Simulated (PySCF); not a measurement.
## Re(2+): excitation energy

Re(2+) [Xe] 4f14 5d5 (6S) → Re(2+) [Xe] 4f14 5d4 6p1 (high-spin determinant), as a difference of total energies. Computed with PySCF 2.14 in x2c-TZVPPall with one added diffuse shell each of s, p, d, f type (12s8p8d4f1g, 113 functions), with the spin-free X2C one-electron Hamiltonian (Gaussian nucleus). Correlated levels: valence: [Xe] 4f14 frozen. The calculations carry no spin-orbit coupling.

| method | excitation energy (eV) |
| --- | --- |
| UHF | 9.558 |
| LDA | 9.298 |
| PBE | 9.230 |
| PBE0 | 9.463 |
| r2SCAN | 9.391 |
| MP2 (valence) | 9.732 |
| SCS-MP2 (valence) | 9.616 |

How much does correlation contribute at MP2 (valence)?

9.732 − (9.558) = 0.174 eV, measured against UHF.

A first-order spin-orbit estimate (lowest level to lowest level, LS coupling) adds -1.023 eV.

The determinant of the upper state mixes LS terms, which raises its energy above the lowest term, most at the Hartree-Fock and MP2 levels.
